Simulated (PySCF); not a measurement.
PySCF input for W(O)(S)(OH)(SH) (H2O2S2W), SMILES [O]=[W]([OH])(=[S])[SH], multiplicity 1, B3LYP-D3(BJ)/def2-SVP. Geometry: B3LYP-D3(BJ)/def2-SVP. The multiplicity is an assumed one; no other spin state was optimised. The structure was generated by enumeration; whether it is a known compound was not checked. The def2 effective core potentials stand for the cores of W; spin–orbit coupling is left out. Other conformers were not sampled.

```python
import numpy as np
from pyscf import gto, scf, dft, df
from pyscf.hessian import thermo

mol = gto.M(
    atom='''
    W     0.09915956    0.18489368   -0.07169904
    O     0.62058303    1.50798174    0.87718625
    S     1.35190695   -1.52830635    0.25260205
    O     0.06905252    0.70210428   -1.88547263
    H     0.32019713    0.18348740   -2.66241512
    S    -2.02059986   -0.49168490    0.69427498
    H    -2.47600287    0.77355244    0.88440267
    ''',
    basis='def2-SVP',
    ecp={'W': 'def2-svp'},
    charge=0,
    spin=0,
    max_memory=1600,
    verbose=3,
)
mf = dft.RKS(mol, xc='b3lyp').density_fit(auxbasis='def2-universal-jkfit')
mf.disp = 'd3bj'
mf.grids.level = 3
mf.conv_tol = 1e-11
mf.max_cycle = 100
mf.kernel()

# [left out here: the lines that compute and print the analytic Hessian (its translational invariance restored by hand, since the grid's response is missing), thermochemistry and intensities]
```

Program output:

```
converged SCF energy = -1015.0121781884

WARN: DFTD3 does not support analytical Hessian, using finite difference


WARN: Mole.unit (angstrom) is changed to Bohr

Mode                                 0                   1                   2
Irrep
Freq [cm^-1]                      125.8100            151.0799            179.7267
Reduced mass [au]                  12.0345              5.0579              5.8687
Force const [Dyne/A]                0.1122              0.0680              0.1117
Char temp [K]                     181.0125            217.3704            258.5867
Normal mode                   x     y     z       x     y     z       x     y     z
       0   W                -0.01 -0.02  0.01    0.01  0.01  0.02   -0.01  0.01  0.01
       1   O                -0.03 -0.01  0.00    0.06  0.04 -0.04    0.02  0.03 -0.02
       2   S                 0.10  0.04 -0.04    0.00 -0.01 -0.03   -0.01 -0.00 -0.08
       3   O                 0.00 -0.01  0.01   -0.12 -0.06  0.01    0.13 -0.11 -0.02
       4   H                 0.11  0.03  0.02   -0.31 -0.18  0.02    0.20 -0.23  0.08
       5   S                -0.06  0.09 -0.01   -0.02 -0.01 -0.09   -0.01 -0.03  0.01
       6   H                 0.10  0.12  0.13   -0.07 -0.01 -0.18   -0.01 -0.05  0.15
Mode                                 3                   4                   5
Irrep
Freq [cm^-1]                      225.3304            251.0966            283.1225
Reduced mass [au]                   6.3226              2.6504              2.1278
Force const [Dyne/A]                0.1891              0.0985              0.1005
Char temp [K]                     324.2002            361.2722            407.3503
Normal mode                   x     y     z       x     y     z       x     y     z
       0   W                -0.02 -0.01  0.00    0.00 -0.01  0.01    0.01 -0.01  0.01
       1   O                 0.16 -0.01 -0.09   -0.11  0.09 -0.07   -0.03  0.10 -0.12
       2   S                 0.02  0.03  0.02    0.00 -0.03 -0.04   -0.01 -0.04  0.00
       3   O                 0.05  0.08  0.03    0.06  0.06  0.03   -0.02  0.06  0.04
       4   H                 0.06  0.13 -0.01   -0.25 -0.11  0.04    0.23  0.25 -0.01
       5   S                -0.03 -0.03  0.01    0.01  0.02  0.03   -0.00 -0.01 -0.02
       6   H                -0.16 -0.03 -0.25   -0.13  0.05 -0.50    0.16 -0.04  0.55
Mode                                 6                   7                   8
Irrep
Freq [cm^-1]                      297.5971            387.7656            543.4374
Reduced mass [au]                   1.1803             17.7570              3.6322
Force const [Dyne/A]                0.0616              1.5731              0.6320
Char temp [K]                     428.1759            557.9083            781.8855
Normal mode                   x     y     z       x     y     z       x     y     z
       0   W                -0.00 -0.00 -0.00    0.03  0.01 -0.01   -0.01  0.02 -0.00
       1   O                 0.01 -0.02 -0.00   -0.03  0.01  0.01    0.01 -0.01  0.00
       2   S                 0.01  0.01  0.02   -0.00 -0.01 -0.00    0.08 -0.11  0.03
       3   O                 0.07  0.05 -0.00   -0.01 -0.01 -0.01   -0.02  0.04 -0.04
       4   H                -0.70 -0.37  0.02   -0.01  0.03 -0.03    0.23 -0.33  0.28
       5   S                -0.02 -0.01 -0.01   -0.14 -0.04  0.05    0.00  0.00  0.00
       6   H                 0.12 -0.03  0.44   -0.16 -0.04  0.00   -0.09 -0.03  0.01
Mode                                 9                  10                  11
Irrep
Freq [cm^-1]                      552.6637            663.7629            730.1583
Reduced mass [au]                   1.7835              1.0953              5.9596
Force const [Dyne/A]                0.3209              0.2843              1.8720
Char temp [K]                     795.1600            955.0071           1050.5352
Normal mode                   x     y     z       x     y     z       x     y     z
       0   W                 0.01 -0.01  0.00   -0.00  0.01 -0.00   -0.00  0.00 -0.02
       1   O                -0.00  0.00 -0.01    0.01  0.01  0.00    0.00 -0.01  0.00
       2   S                -0.05  0.07 -0.01    0.01 -0.02  0.00   -0.00  0.00  0.00
       3   O                -0.04  0.08 -0.04    0.01 -0.00 -0.00   -0.00 -0.05  0.22
       4   H                 0.30 -0.50  0.44   -0.01  0.02 -0.02    0.04 -0.15  0.30
       5   S                -0.01 -0.00  0.00   -0.02 -0.03  0.01    0.00 -0.00  0.00
       6   H                 0.09  0.03 -0.01    0.85  0.33 -0.27    0.02  0.01  0.00
Mode                                12                  13                  14
Irrep
Freq [cm^-1]                     1008.5624           2638.5712           3844.4928
Reduced mass [au]                  17.0618              1.0381              1.0674
Force const [Dyne/A]               10.2254              4.2580              9.2951
Char temp [K]                    1451.0968           3796.3165           5531.3692
Normal mode                   x     y     z       x     y     z       x     y     z
       0   W                -0.01 -0.02 -0.01    0.00 -0.00 -0.00    0.00 -0.00  0.00
       1   O                 0.07  0.18  0.13   -0.00 -0.00 -0.00    0.00  0.00  0.00
       2   S                 0.00 -0.00  0.00   -0.00  0.00 -0.00    0.00 -0.00  0.00
       3   O                 0.00  0.01 -0.01   -0.00 -0.00  0.00    0.02 -0.03 -0.05
       4   H                -0.00 -0.01  0.01    0.00  0.00  0.00   -0.25  0.51  0.78
       5   S                -0.00  0.00  0.00    0.01 -0.03 -0.00   -0.00 -0.00  0.00
       6   H                -0.02 -0.01  0.02   -0.34  0.91  0.14   -0.00 -0.00 -0.00
temperature 298.1500 [K]
pressure 101325.00 [Pa]
Rotational constants [GHz] 2.30460 1.76418 1.40302
Symmetry number 1
Zero-point energy (ZPE) 0.02707 [Eh]   71077.186 [J/mol]
                           tot       elec      trans        rot        vib
Entropy [J/mol/K]       370.846      0.000    179.109    118.924     72.814
Cv [J/mol/K]            102.215      0.000     12.472     12.472     77.272
Cp [J/mol/K]            110.529      0.000     20.786     12.472     77.272
Internal energy [J/mol]                      3718.434   3718.434  83577.544
Internal energy [Eh]   -1014.97751  -1015.01218
Enthalpy [J/mol]                             6197.391   3718.434  83577.544
Enthalpy [Eh]          -1014.97657
Gibbs free energy [J/mol]                  -47203.894 -31738.613  61868.122
Gibbs free energy [Eh] -1015.01868
mode   freq/cm-1   IR/(km/mol)
   1      125.81         2.202
   2      151.08         8.044
   3      179.73         9.403
   4      225.33         2.257
   5      251.10        20.231
   6      283.12        13.849
   7      297.60        94.796
   8      387.77        33.072
   9      543.44        36.206
  10      552.66       199.249
  11      663.76         7.557
  12      730.16        72.028
  13     1008.56       131.388
  14     2638.57         2.214
  15     3844.49       277.524
max |gradient| / (hartree/bohr): 0.00012184649091552047
APT charges: [ 1.7059 -0.6202 -0.4204 -0.8059  0.3706 -0.3037  0.0736]
```

The run converged.

Cost: around 2.8 core-minutes (rough).
